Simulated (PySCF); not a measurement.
CH7BO3Si, SMILES CO[SiH2]B(O)O (GFN2-xTB optimised geometry):

```
13

C      2.846    -0.397     0.000
O      1.450    -0.397     0.000
Si     0.472     0.924     0.000
B     -1.315     0.116    -0.012
O     -1.577    -1.220    -0.005
O     -2.382     0.944    -0.030
H      3.190    -1.431     0.036
H      3.229     0.081    -0.904
H      3.231     0.145     0.866
H      0.834     1.777     1.153
H      0.843     1.789    -1.141
H     -0.808    -1.789     0.007
H     -3.231     0.493    -0.035
```

Level of theory: PBE0/def2-TZVP (PySCF 2.14.0).

Problem. What are the frontier orbital energies and the dipole moment?

Solution. HOMO-2 -9.07 eV, HOMO-1 -8.29 eV, HOMO -7.97 eV, LUMO -0.14 eV, LUMO+1 0.28 eV; dipole moment 1.39 D.

Meta-Löwdin charges at PBE0/def2-TZVP: C1 -0.12, O2 -0.63, Si3 0.71, B4 0.25, O5 -0.52, O6 -0.51, H7 0.12, H8 0.11, H9 0.11, H10 -0.12, H11 -0.12, H12 0.37, H13 0.35.
